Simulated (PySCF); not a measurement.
Problem. What does the PBE0-D3(BJ)/def2-SVP structure of `BBSC` (CH6B2S) look like in three dimensions?

Solution. 
```
atom  x, y, z in Å
B1    -1.5484   -0.4916    0.1883
B2    -0.7559   -0.0244   -1.1983
S3     0.9643    0.3593   -1.3219
C4     1.6326    0.1333    0.3553
H5    -1.6581   -1.6575    0.5023
H6    -2.0557    0.3128    0.9406
H7    -1.3291    0.0881   -2.2605
H8     1.5096   -0.9072    0.6860
H9     2.7041    0.3701    0.3223
H10    1.1409    0.8129    1.0647
```

Orientation and origin are arbitrary. Atoms count from 1 in this order. B1 (three-coordinate boron) is planar (angles 122.0°, 121.9° and 116.1°, sum 360.0°, 0.00 Å off the plane of its three neighbours). B2 (three-coordinate boron) is planar (angles 125.7°, 122.1° and 112.3°, sum 360.0°, 0.00 Å off the plane of its three neighbours). S3 (sulfur bonded to B and C) is bent (angle 105.4°). The 4 heavy atoms lie in one plane (0.000 Å rms).

Bonds between heavy atoms (Å): B1–B2 1.664, B2–S3 1.767, S3–C4 1.820.

The calculation used PySCF, PBE0-D3(BJ)/def2-SVP geometry optimisation, gas phase.

Point group: Cs (tolerance 0.08 Å). PBE0-D3(BJ)/def2-SVP frequencies: not computed here. The numbers are those of one conformer (B1–B2–S3–C4 0°).

Time: 12 s of wall time; peak memory 0.45 GiB. Hardware: Arm Neoverse V1, one thread, shared host with 64 logical CPUs at a one-minute load of 45. These figures are those of the optimisation.
